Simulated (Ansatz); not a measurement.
Species: diethyl(difluoro)germane, C$_{4}$H$_{10}$F$_{2}$Ge, net charge 0, singlet state. 
Geometry from a B3LYP-D3(BJ)/def2-TZVP (Ansatz, an electronic-structure program) optimisation:
SMILES: [F][Ge]([F])([CH2]C)[CH2]C
```xyz
17

C     -2.3437     1.2780    -0.2248
C     -1.6913    -0.0556    -0.5991
Ge     0.0616    -0.2946     0.2188
F      0.6577    -1.8759    -0.2424
F     -0.1770    -0.4224     1.9495
C      1.4965     0.9871    -0.0928
C      1.8364     1.1478    -1.5771
H     -3.3279     1.3728    -0.6871
H     -1.7444     2.1284    -0.5573
H     -2.4750     1.3670     0.8546
H     -2.3016    -0.9010    -0.2773
H     -1.5641    -0.1467    -1.6799
H      1.1897     1.9370     0.3500
H      2.3576     0.6332     0.4762
H      0.9823     1.5158    -2.1497
H      2.1474     0.1997    -2.0183
H      2.6518     1.8602    -1.7144
```

Dipole moments at this geometry, in debye (magnitudes).

```tsv
level	program	dipole (D)
SVWN5/def2-TZVPD	Ansatz	3.73
PBE/def2-TZVPD	Ansatz	3.62
BLYP/def2-TZVPD	Ansatz	3.64
revPBE/def2-TZVPD	Ansatz	3.59
B97M-V/def2-TZVPD	Ansatz	3.63
PBE0/def2-TZVPD	Ansatz	3.74
BHLYP/def2-TZVPD	Ansatz	3.86
r2SCANh/def2-TZVPD	Ansatz	3.72
r2SCAN0/def2-TZVPD	Ansatz	3.78
CAM-B3LYP/def2-TZVPD	Ansatz	3.79
LC-wPBE/def2-TZVPD	Ansatz	3.76
wB97X-V/def2-TZVPD	Ansatz	3.73
CCSD(T)/aug-cc-pVDZ	Ansatz	3.66
```
